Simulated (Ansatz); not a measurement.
```yaml
crystal:
  periodic: [false, false, false]
  atoms:
    - {symbol: C, position_ang: [-0.109381, 1.345453, -0.183543]}
    - {symbol: Sn, position_ang: [-0.713449, -0.659845, 0.367486]}
    - {symbol: O, position_ang: [0.917058, -1.422106, 1.169680]}
    - {symbol: Cl, position_ang: [-0.992839, -1.893350, -1.632524]}
    - {symbol: H, position_ang: [-0.903612, 1.812065, -0.762369]}
    - {symbol: H, position_ang: [0.100522, 1.912040, 0.721833]}
    - {symbol: H, position_ang: [0.792837, 1.220591, -0.782870]}
    - {symbol: H, position_ang: [1.000964, -2.371748, 1.046508]}
basis:
  gaussian: {orbitals: def2-TZVP, fitting: {mean_field: cc-pVTZ-jkfit}}
magnetization: {spin_polarized: true, initial_magnetization: 1}
hamiltonian: {xc: {name: r2SCANh}, dispersion: d4}
```

```sh
$ ansatz run in.yaml --threads 4 --pin off --events-out ev --progress --plain --max-ram 10444MiB
```

Problem. How does Ansatz answer? (An estimate is asked.)

Solution. The calculation gave: The program refused the input.
```
Functional definition: r2SCANh
Error: <dir> the basis set cc-pVTZ-JKFIT has no functions for Sn
```
